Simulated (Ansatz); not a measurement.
`O[SiH](F)N[SiH2]F` + H₂O → `O[SiH](O)F` + `N[SiH2]F`  (formal hydrolysis of the Si–N bond)

Gas-phase electronic energies from Ansatz, PBE0-D4/def2-TZVP geometries. CBS: MP2 limit from def2 TZ/QZ plus the TZ coupled-cluster correction, frozen cores. This one scheme is used for every species. Functionals use def2-TZVPP. One conformer a species, not always the lowest.

```csv
level,ΔE (kJ/mol)
r2SCAN0-D4,-45.3
BHLYP-D4,-45.1
SCS-MP2/def2-QZVPP,-43.1
MP2/CBS(def2),-40.2
```

Problem. What does CCSD(T)/CBS give? (Best estimate.)

Solution. Computed: -39.8 kJ/mol. The listed levels differ from it by -5.5, -5.3, -3.3, -0.4 kJ/mol.

Largest T1 diagnostic among the species: 0.012.

The D4 term adds +8.1 kJ/mol with B3LYP and +4.8 kJ/mol with PBE0; it sums over pairs of atoms, weighted by their polarisabilities, and B3LYP, whose exchange is more repulsive, gets the larger term. In def2-TZVPP, CCSD(T) changes the Hartree–Fock value by +12.7 kJ/mol (the triples alone add +1.8 kJ/mol) and MP2 by +12.4 kJ/mol. Leaving LDA and LC-ωPBE aside and taking each functional with its dispersion term where it has one, the values, not all of them listed here, spread over 11.1 kJ/mol, from B2PLYP to revPBE-D4.

B3LYP here is the variant with VWN-RPA as its local correlation; programs differ in this.
